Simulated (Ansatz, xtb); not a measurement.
# C4H12AlN: which of two isomers lies lower

Structure X: `CCC[N](C)[AlH2]`, a singlet. Structure Y: `C=CC[N@H+](C)[AlH3-]`, a singlet. Both are isolated molecules in the gas phase, relaxed with PBE-D3(BJ)/def2-SVP; the shapes shown needn't be the lowest conformers.

X (Å):

```yaml
atoms:
  - { symbol: C, position_ang: [0.3947, 0.0656, -0.5319] }
  - { symbol: C, position_ang: [1.3623, -0.2793, 0.5987] }
  - { symbol: C, position_ang: [0.7989, 0.0076, 2.0042] }
  - { symbol: C, position_ang: [-0.3003, -2.1315, 2.4544] }
  - { symbol: Al, position_ang: [-2.0115, 0.1701, 2.5363] }
  - { symbol: N, position_ang: [-0.4417, -0.6901, 2.3300] }
  - { symbol: H, position_ang: [0.8466, -0.1160, -1.5276] }
  - { symbol: H, position_ang: [-0.5304, -0.5436, -0.4686] }
  - { symbol: H, position_ang: [0.0906, 1.1333, -0.4900] }
  - { symbol: H, position_ang: [2.3022, 0.3039, 0.4901] }
  - { symbol: H, position_ang: [1.6655, -1.3466, 0.5255] }
  - { symbol: H, position_ang: [0.6161, 1.1013, 2.0947] }
  - { symbol: H, position_ang: [1.5820, -0.2446, 2.7609] }
  - { symbol: H, position_ang: [-1.2598, -2.5909, 2.7676] }
  - { symbol: H, position_ang: [0.4704, -2.4033, 3.2152] }
  - { symbol: H, position_ang: [0.0026, -2.6211, 1.4994] }
  - { symbol: H, position_ang: [-3.2904, -0.7284, 2.8698] }
  - { symbol: H, position_ang: [-1.9952, 1.7601, 2.3847] }
```

Y (Å):

```tsv
atom	x (Å)	y (Å)	z (Å)
C	1.5412	-2.0966	1.8567
C	0.8338	-2.0462	0.7152
C	-0.4685	-1.3154	0.5469
C	0.5097	0.8772	-0.0860
Al	-2.3283	0.5058	-0.8660
N	-0.4175	-0.2134	-0.4600
H	2.4816	-2.6646	1.9282
H	1.1941	-1.5825	2.7688
H	1.2097	-2.5808	-0.1780
H	-0.8063	-0.8677	1.5038
H	-1.2685	-2.0091	0.2105
H	-0.1018	-0.6162	-1.3569
H	0.5383	1.6206	-0.9041
H	0.1167	1.3763	0.8214
H	1.5320	0.5008	0.1237
H	-3.0154	-0.8772	-1.3554
H	-2.7249	1.0524	0.6046
H	-1.9741	1.6015	-2.0025
```

**Question.** Which of the two would you expect CCSD(T)/def2-SVP + ΔMP2/def2-TZVPP electronic energies to favour?

**Answer.** Structure X; the calculation gives E(Y) − E(X) = +22.7 kcal/mol.

The same difference at several levels:

| level | geometry | E(Y) − E(X) (kcal/mol) | departure from the last row (kcal/mol) | job, with rough time for the two |
| --- | --- | --- | --- | --- |
| PBE-D3(BJ)/def2-SVP | PBE-D3(BJ)/def2-SVP | +24.2 | +1.6 | optimisation, 35 s |
| HF/def2-SVP | PBE-D3(BJ)/def2-SVP | +21.1 | −1.6 | part of the CCSD(T) run |
| MP2/def2-SVP | PBE-D3(BJ)/def2-SVP | +24.5 | +1.9 | part of the CCSD(T) run |
| CCSD(T)/def2-SVP | PBE-D3(BJ)/def2-SVP | +22.0 | −0.7 | single point |
| CCSD(T)/def2-SVP + ΔMP2/def2-TZVPP | PBE-D3(BJ)/def2-SVP | +22.7 |  | single point, 66 s |

As drawn, Y has 1 C=C, 1 N–H, 1 Al–H in place of 1 C–C, 2 C–H.

The levels shown agree on the order. The largest departure from CCSD(T)/def2-SVP + ΔMP2/def2-TZVPP is that of MP2/def2-SVP, 1.9 kcal/mol. Levels run at GFN2-xTB geometries aren't shown. The last row adds to CCSD(T) the change of the MP2 difference between the two basis sets, here +0.7 kcal/mol.

With thermal terms from frequencies at re-optimised GFN2-xTB minima (ideal gas, soft modes damped towards free rotors, one conformer each, 298.15 K, 1 atm): on the last row, ΔE + ΔZPE = +19.8, ΔH = +19.9, ΔG = +19.6 kcal/mol.

The correlated steps freeze 10 core orbitals. Mirror images aren't counted in ΔG. Programs: Ansatz 0.2.0, xtb 6.7.1; the last row on 4 threads of Arm Neoverse V2 on a shared host.
